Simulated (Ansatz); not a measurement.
Consider the cleavage of the Si–Si bond: `O[SiH2][SiH2]CF` + CH₃OH → `CO[SiH2]CF` + `O[SiH3]`.

Computed with Ansatz on PBE0-D4/def2-TZVP structures; ΔE is electronic, products minus reactants. CCSD(T)/CBS is the MP2 limit (def2-TZVPP, def2-QZVPP) plus CCSD(T) − MP2 in def2-TZVPP, frozen cores. This one scheme is used for every species. DFT in def2-TZVPP. B3LYP here is the variant with VWN-RPA as its local correlation; programs differ in this. One conformer a species, not always the lowest.

Question: Is it downhill or uphill in electronic energy at CCSD(T)/CBS, and by how much? (Best estimate.)

Answer: Computed: Downhill: ΔE = -102.2 kJ/mol.

Question: What do these levels give: PBE-D4, B3LYP-D4, ωB97X-V, B2PLYP, PBE, PBE0, B3LYP, HF/def2-TZVPP, MP2/def2-TZVPP, MP2/def2-QZVPP, HF/CBS(def2), CCSD/CBS(def2)? (An estimate is asked.)

Answer: Ansatz gave: PBE-D4 -77.3, B3LYP-D4 -101.9, ωB97X-V -101.1, B2PLYP -107.8, PBE -77.6, PBE0 -84.9, B3LYP -102.5, HF/def2-TZVPP -124.9, MP2/def2-TZVPP -111.7, MP2/def2-QZVPP -111.5, HF/CBS(def2) -126.6, CCSD/CBS(def2) -104.9 kJ/mol.

Largest T1 diagnostic among the species: 0.012.

In def2-TZVPP, CCSD(T) changes the Hartree–Fock value by +21.4 kJ/mol (the triples alone add +2.7 kJ/mol) and MP2 by +13.2 kJ/mol. From PBE to PBE0 (25 % exact exchange), in def2-TZVPP and without D4, ΔE moves by −7.2 kJ/mol.
